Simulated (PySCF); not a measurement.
**Exercise with solution: entropy of an ideal gas**

sulfur hexafluoride (F₆S), SMILES FS(F)(F)(F)(F)F.

Geometry optimised at TPSSh-D3(BJ)/def2-SVP.

PySCF with TPSSh-D3(BJ)/def2-SVP gives the harmonic wavenumbers 332, 332, 332, 486, 486, 486, 582, 582, 582, 663, 663, 753, 1006, 1006, 1006 cm⁻¹ and the rotational temperatures 0.1257, 0.1257, 0.1257 K. The molar mass is 146.05 g/mol, the symmetry number 24, the spin multiplicity 1.

Problem. Work out the entropy at 298.15 K and 1 atm in the rigid-rotor, harmonic-oscillator model.

Solution. 
Translation (Sackur–Tetrode at 1 atm): S = R[1.5 ln M + 2.5 ln T − 1.16487] = 170.9 J/(mol K).
Rotation: q = (√π/σ) T^1.5/√(θA θB θC) = 8530, S = R[ln q + 3/2] = 87.7 J/(mol K).
Vibration: with u = 1.4388 ν/T, each mode gives R[u/(e^u − 1) − ln(1 − e^−u)]:
```tsv
ν (cm⁻¹)	modes	u	S (J/(mol K))
332	3	1.60	15.69
486	3	2.35	8.71
582	3	2.81	6.05
663	2	3.20	2.95
753	1	3.63	1.04
1006	3	4.85	1.15
```
These are all the modes. Sum 35.6 J/(mol K).
Spin: R ln 1 = 0.0 J/(mol K).
Total 294.2 J/(mol K); the program's own thermochemistry gives 294.3. Translation makes up 58 % and vibration 12 %. Anharmonicity, hindered rotation and orbital degeneracy are left out.
